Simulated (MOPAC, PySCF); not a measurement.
C3H6OSi, SMILES `C=[SiH]C(=O)C` (C–Si–C–O torsion 0°), neutral singlet in the gas phase. 

Cartesian coordinates (Å):
SMILES: C=[SiH]C(C)=O
```xyz
11

C      2.4648    -0.2102     0.2506
Si     0.8206    -0.6414     0.3220
C     -0.5306     0.6343    -0.1760
C     -1.9754     0.2309    -0.1047
O     -0.1772     1.7312    -0.5344
H      3.2674    -0.8867     0.5184
H      2.7644     0.7798    -0.0740
H      0.3556    -1.9807     0.7577
H     -2.6140     1.0560    -0.4205
H     -2.2266    -0.0694     0.9176
H     -2.1489    -0.6439    -0.7396
```
Charge 0, multiplicity 1.

All levels are single points at this geometry (PBE0-D3(BJ)/def2-TZVP); Pople sets use spherical d functions. Orbital energies aren't observables, and empty levels follow the basis.

```
level                           HOMO (eV)  LUMO (eV)  gap (eV)  dipole (D)  vertical IE, Delta-SCF (eV)
------------------------------  ---------  ---------  --------  ----------  ---------------------------
PBE-D3(BJ)/def2-TZVP in PySCF       -5.69      -3.06      2.63        2.53                            –
PBE0-D3(BJ)/def2-TZVP in PySCF      -6.71      -2.17      4.54        2.79                         8.62
B3LYP/3-21G in PySCF                -6.38      -1.67      4.71        2.15                            –
B3LYP/6-311+G** in PySCF            -6.56      -2.38      4.18        2.88                            –
B3LYP/6-31G* in PySCF               -6.30      -1.90      4.41        2.36                         8.58
BP86/6-31G* in PySCF                -5.45      -2.73      2.72        2.16                            –
M06-2X/6-31G* in PySCF              -7.56      -0.88      6.68        2.50                            –
PBE/6-31G* in PySCF                 -5.33      -2.63      2.70        2.14                            –
HF/6-31G* in PySCF                  -8.52       1.79     10.30        2.99                            –
HF/STO-3G in PySCF                  -5.80       6.40     12.20        2.42                            –
AM1 in MOPAC                        -9.39      -0.73      8.66        2.15                            –
PM3 in MOPAC                        -8.78      -0.81      7.97        2.09                            –
PM7 in MOPAC                        -9.50      -1.34      8.15        2.33                            –
```
